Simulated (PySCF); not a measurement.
Species: C₇H₇NO.
SMILES with atom numbers: `[CH3:1][C:2](=[O:3])[c:4]1[cH:5][cH:6][cH:7][n:8][cH:9]1` (hydrogens: H10, H11, H12 on C1; H13 on C5; H14 on C6; H15 on C7; H16 on C9)

Cartesian coordinates in Å at the PBE0-D3(BJ)/def2-TZVP level; atoms count from 1:
```xyz
16
C7H7NO angstrom
C     -2.5060   -0.2091    0.6675
C     -1.4010   -0.8405   -0.1336
O     -1.5894   -1.8465   -0.7785
C     -0.0547   -0.1983   -0.1193
C      0.9828   -0.7747   -0.8466
C      2.2244   -0.1732   -0.8311
C      2.3870    0.9893   -0.0867
N      1.4122    1.5567    0.6138
C      0.2232    0.9663    0.5908
H     -2.2322   -0.1460    1.7237
H     -3.4078   -0.8078    0.5584
H     -2.6991    0.8096    0.3213
H      0.7853   -1.6813   -1.4064
H      3.0587   -0.5891   -1.3827
H      3.3514    1.4888   -0.0540
H     -0.5529    1.4539    1.1732
```

The closed-shell ground state was solved at several levels (PySCF, density fitting, gas phase, non-relativistic). The structure is a single PBE0-D3(BJ)/def2-TZVP conformer in the gas phase; no vibrational or solvent corrections.

| level | basis functions | HOMO (eV) | LUMO (eV) | gap (eV) | dipole (D) |
| --- | --- | --- | --- | --- | --- |
| PBE0/pcSseg-2 | 422 | -7.48 | -1.98 | 5.50 | 0.94 |
| B97-2/pcSseg-2 | 422 | -7.18 | -2.01 | 5.17 | 0.95 |
| wB97X-D/pcSseg-2 | 422 | -9.39 | -0.22 | 9.17 | 0.91 |

Question: Estimate the row for KT3/pcSseg-2, a basis of 422 functions; the other rows only guide the guess.

Answer: HOMO -6.04 eV, LUMO -2.83 eV, gap 3.21 eV, dipole 0.93 D.

Question: Over all these levels, which gives the widest orbital gap and which the narrowest?

Answer: wB97X-D/pcSseg-2 (range-separated hybrid) has the widest, 9.17 eV, and KT3/pcSseg-2 (GGA) the narrowest, 3.21 eV. From the narrowest to the widest the HOMO moves by -3.35 eV and the LUMO by +2.61 eV.

Question: In the pcSseg-2 basis, how does the gap go with the fixed share of exact exchange?

Answer: KT3 (0 %) 3.21 eV; B97-2 (21 %) 5.17 eV; PBE0 (25 %) 5.50 eV. Each rise in the share widens the gap here.

Question: How far do the dipole and the HOMO energy spread over the levels?

Answer: The dipole runs from 0.91 to 0.95 D (mean 0.93 D) and the HOMO from -9.39 to -6.04 eV.
